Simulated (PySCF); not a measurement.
PySCF job for GeH₃I, SMILES [GeH3][I], TDDFT-B3LYP/def2-SVPD. Geometry: PBE0-D3(BJ)/def2-TZVP. The def2 effective core potentials stand for the cores of I; spin–orbit coupling is left out.

```python
import numpy as np
from pyscf import gto, scf, dft, tdscf

mol = gto.M(
    atom='''
    Ge   -0.00000000    0.00000000    1.49832710
    I     0.00000000    0.00000000   -1.01556592
    H     1.26504912    0.73037645    1.95950894
    H    -1.26504913    0.73037644    1.95950894
    H     0.00000001   -1.46075290    1.95950893
    ''',
    basis='def2-SVPD',
    ecp={'I': 'def2-svp'},
    charge=0,
    spin=0,
    symmetry=True,
    max_memory=1600,
    verbose=4,
)
mf = dft.RKS(mol, xc='b3lyp').density_fit(auxbasis='def2-universal-jkfit')
mf.grids.level = 3
mf.conv_tol = 1e-9
mf.max_cycle = 100
mf.kernel()
mf.grids = dft.Grids(mol).set(level=1).build(with_non0tab=True)  # coarser grid for the response kernel
td = tdscf.TDDFT(mf)
td.singlet = True
td.nstates = 10
td.conv_tol = 1e-4
td.kernel(x0=td.get_init_guess(mf, 15))
td.analyze()
tt = tdscf.TDA(mf)
tt.singlet = False
tt.nstates = 4
tt.conv_tol = 1e-4
tt.kernel(x0=tt.get_init_guess(mf, 9))
tt.analyze(verbose=3)
```

Program output:

```
PySCF version 2.14.0

[INPUT] verbose = 4
[INPUT] num. atoms = 5
[INPUT] num. electrons = 60
[INPUT] charge = 0
[INPUT] spin (= nelec alpha-beta = 2S) = 0
[INPUT] symmetry True subgroup None
[INPUT] Mole.unit = angstrom
[INPUT] Symbol           X                Y                Z      unit          X                Y                Z       unit  Magmom
[INPUT]  1 Ge     0.000000000000   0.000000000000   1.498327100000 AA    0.000000000000   0.000000000000   2.831427864014 Bohr   0.0
[INPUT]  2 I      0.000000000000   0.000000000000  -1.015565920000 AA    0.000000000000   0.000000000000  -1.919141450242 Bohr   0.0
[INPUT]  3 H      1.265049120000   0.730376450000   1.959508940000 AA    2.390596370922   1.380211458332   3.702935235237 Bohr   0.0
[INPUT]  4 H     -1.265049130000   0.730376440000   1.959508940000 AA   -2.390596389819   1.380211439435   3.702935235237 Bohr   0.0
[INPUT]  5 H      0.000000010000  -1.460752900000   1.959508930000 AA    0.000000018897  -2.760422916664   3.702935216340 Bohr   0.0

nuclear repulsion = 214.16675443098
point group symmetry = C3v, use subgroup Cs
symmetry origin: [ 1.77694992e-18 -2.14741603e-10  5.36854006e-09]
symmetry axis x: [-1.28074308e-10  1.00000000e+00  3.69940373e-11]
symmetry axis y: [ 2.42524503e-18 -3.69940373e-11  1.00000000e+00]
symmetry axis z: [ 1.00000000e+00  1.28074308e-10 -2.42050704e-18]
num. orbitals of irrep A' = 64
num. orbitals of irrep A" = 33
number of shells = 39
number of NR pGTOs = 180
number of NR cGTOs = 97
basis = def2-SVPD
ecp = {'I': 'def2-svp'}


[settings echo left out]
init E= -2344.35056842073
HOMO (A") = -0.663305398618508  LUMO (A') = -0.578668151966468  gap/eV = 2.30310
cycle= 1 E= -2374.38608601275  delta_E=  -30  |g|= 3.21  |ddm|= 10.1
HOMO (A") = -0.0597805807989644  LUMO (A') = -0.0597803805099321  gap/eV = 0.00001

WARN: A' LUMO -0.0597803805099321 < system HOMO -0.0597805807989644


WARN: A" HOMO -0.0597805807989644 > system LUMO -0.0597803805099321

cycle= 2 E= -2368.32123787895  delta_E= 6.06  |g|=    4  |ddm|= 30.8
HOMO (A') = -0.18707575857497  LUMO (A') = -0.12507694844757  gap/eV = 1.68707
cycle= 3 E= -2375.5298326056  delta_E= -7.21  |g|= 1.35  |ddm|= 29.6
HOMO (A') = -0.253097444790612  LUMO (A') = -0.0909931134557982  gap/eV = 4.41108
cycle= 4 E= -2376.36344158612  delta_E= -0.834  |g|= 0.396  |ddm|=  2.7
HOMO (A') = -0.248294310055101  LUMO (A') = -0.04065157906303  gap/eV = 5.65025
cycle= 5 E= -2376.40135602717  delta_E= -0.0379  |g|= 0.253  |ddm|= 0.765
HOMO (A') = -0.271216797452787  LUMO (A') = -0.055991872830702  gap/eV = 5.85657
cycle= 6 E= -2376.41550948015  delta_E= -0.0142  |g|= 0.0328  |ddm|= 0.306
HOMO (A") = -0.269388289486137  LUMO (A') = -0.0551739350765372  gap/eV = 5.82907
cycle= 7 E= -2376.41564136703  delta_E= -0.000132  |g|= 0.0119  |ddm|= 0.0368
HOMO (A") = -0.26940870255223  LUMO (A') = -0.0545048742654512  gap/eV = 5.84783
cycle= 8 E= -2376.41568322821  delta_E= -4.19e-05  |g|= 0.002  |ddm|= 0.0168
HOMO (A') = -0.269042726358848  LUMO (A') = -0.0544573916943716  gap/eV = 5.83916
cycle= 9 E= -2376.41568508223  delta_E= -1.85e-06  |g|= 0.00028  |ddm|= 0.00388
HOMO (A") = -0.269064520136176  LUMO (A') = -0.0544892173667401  gap/eV = 5.83889
cycle= 10 E= -2376.41568511039  delta_E= -2.82e-08  |g|= 6.98e-05  |ddm|= 0.000625
HOMO (A') = -0.269074968731907  LUMO (A') = -0.054490062482757  gap/eV = 5.83915
cycle= 11 E= -2376.41568511241  delta_E= -2.02e-09  |g|= 2.33e-05  |ddm|= 0.00013
HOMO (A') = -0.269075589581  LUMO (A') = -0.0544889343383302  gap/eV = 5.83920
cycle= 12 E= -2376.41568511264  delta_E= -2.32e-10  |g|= 1.57e-06  |ddm|= 3.55e-05
HOMO (A') = -0.269075326421358  LUMO (A') = -0.054488870186209  gap/eV = 5.83919
Extra cycle  E= -2376.41568511261  delta_E= 2.64e-11  |g|= 1.19e-06  |ddm|= 3.97e-06
converged SCF energy = -2376.41568511261
tot grids = 22864


******** <class 'pyscf.tdscf.rks.TDDFT'> for <class 'pyscf.df.df_jk.DFSymAdaptedRKS'> ********
nstates = 10 singlet
deg_eia_thresh = 1.000e-03
wfnsym = None
conv_tol = 0.0001
eigh lindep = 1e-12
eigh level_shift = 0
eigh max_cycle = 100


Excitation energies (eV)
[4.84329069 4.84329449 6.24738365 6.24743538 6.93298748 6.94610375
 7.02175864 7.02176032 7.37854324 7.37854997]

** Singlet excitation energies and oscillator strengths **
Excited State   1:   A'      4.84329 eV    255.99 nm  f=0.0079
      30 -> 31        0.70478
Excited State   2:   A"      4.84329 eV    255.99 nm  f=0.0079
      29 -> 31        0.70478
Excited State   3:   A'      6.24738 eV    198.46 nm  f=0.0221
      30 -> 32        0.70524
Excited State   4:   A"      6.24744 eV    198.46 nm  f=0.0221
      29 -> 32       -0.70524
Excited State   5:   A"      6.93299 eV    178.83 nm  f=0.0000
      29 -> 34       -0.49856
      30 -> 33        0.49890
Excited State   6:   A'      6.94610 eV    178.49 nm  f=0.0185
      28 -> 31        0.40371
      29 -> 33        0.40801
      30 -> 34        0.40790
Excited State   7:   A"      7.02176 eV    176.57 nm  f=0.0003
      29 -> 34       -0.49455
      30 -> 33       -0.49420
Excited State   8:   A'      7.02176 eV    176.57 nm  f=0.0003
      29 -> 33       -0.49433
      30 -> 34        0.49442
Excited State   9:   A"      7.37854 eV    168.03 nm  f=0.0281
      29 -> 35       -0.69803
Excited State  10:   A'      7.37855 eV    168.03 nm  f=0.0281
      30 -> 35        0.69803

** Transition electric dipole moments (AU) **
state          X           Y           Z        Dip. S.      Osc.
  1         0.0000      0.2577     -0.0000      0.0664      0.0079
  2         0.2577     -0.0000     -0.0000      0.0664      0.0079
  3        -0.0000     -0.3802     -0.0000      0.1445      0.0221
  4         0.3801     -0.0000      0.0000      0.1445      0.0221
  5         0.0000     -0.0000     -0.0000      0.0000      0.0000
  6         0.0000      0.0000      0.3300      0.1089      0.0185
  7        -0.0433     -0.0000      0.0000      0.0019      0.0003
  8         0.0000     -0.0433      0.0000      0.0019      0.0003
  9        -0.3943     -0.0000      0.0000      0.1555      0.0281
 10         0.0000      0.3943      0.0000      0.1555      0.0281

WARN: ECP detected. Skipping calculation of transition velocity and magnetic dipole moments, which have not yet been implemented.



******** <class 'pyscf.tdscf.rks.TDA'> for <class 'pyscf.df.df_jk.DFSymAdaptedRKS'> ********
nstates = 4 triplet
deg_eia_thresh = 1.000e-03
wfnsym = None
conv_tol = 0.0001
eigh lindep = 1e-12
eigh level_shift = 0
eigh max_cycle = 100


Excitation energies (eV)
[4.42370047 4.42370714 5.99906882 6.10541578]

** Triplet excitation energies and oscillator strengths **
Excited State   1:   A'      4.42370 eV    280.27 nm  f=0.0000
Excited State   2:   A"      4.42371 eV    280.27 nm  f=0.0000
Excited State   3:   A'      5.99907 eV    206.67 nm  f=0.0000
Excited State   4:   A'      6.10542 eV    203.07 nm  f=0.0000
```

The run converged.
